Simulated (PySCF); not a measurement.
**Match the barriers**

Saddle point of SiNH$_{6}$OF, singlet (SiH₃OF ([OH][SiH2][F]) + NH₃ → SiNH₅O ([NH2][SiH2][OH]) + HF; bonds formed: Si1–N7, F2–H6; bonds broken: Si1–F2, H6–N7), PBE0-D4/def2-TZVP structure:

```csv
atom,x (Å),y (Å),z (Å)
Si1,-0.5758,-0.0894,0.5636
F2,1.4586,-0.9095,0.2048
H3,-0.8820,-1.5239,0.7155
H4,-1.8818,0.6315,0.5516
O5,0.2557,0.7896,1.6570
H6,0.9462,-0.3371,-0.8750
N7,-0.0141,0.1780,-1.1875
H8,1.1531,0.4387,1.7238
H9,-0.5405,-0.3262,-1.8912
H10,0.0805,1.1484,-1.4626
```

PySCF 2.14 with density fitting (its default auxiliary sets; JK sets also for MP2 and CCSD(T)); basis: def2-TZVPP, with def2-QZVPP for the basis limit; cores frozen in the correlated methods. Extrapolation: Hartree–Fock as exp(−7.88 √X), correlation as X^−2.97. Four methods, as single points on the PBE0-D4 structures, gave these electronic barriers from the start structure: 66.9, 108.5, 120.4, 172.7 kJ/mol.

(1) The methods were, in alphabetical order, HF, MP2, r2SCAN-D4, SPW92. Which gave which? (Judge from chemistry; the calculation decides.)

The T1 diagnostic stays at or below 0.013.

Answers

(1) Computed: SPW92 66.9; r2SCAN-D4 108.5; MP2 120.4; HF 172.7 kJ/mol. For comparison, CCSD(T) at an estimated basis limit (MP2 extrapolated from triple and quadruple zeta, plus CCSD(T) − MP2 in triple zeta) gives 122.2 kJ/mol.

The step is the kind of exchange with an N–H group that builds nitride films in atomic layer and chemical vapour deposition.

Labels in which every atom is bracketed show which atoms are joined, not bond orders.

For scale, one of the runs: CCSD(T)/def2-TZVPP, 219 basis functions, launched by `OMP_NUM_THREADS=4 python run.py`. Hardware: 4 CPU threads of an Arm Neoverse V2, shared host. Wall time 10 min; peak host memory 3.8 GiB.
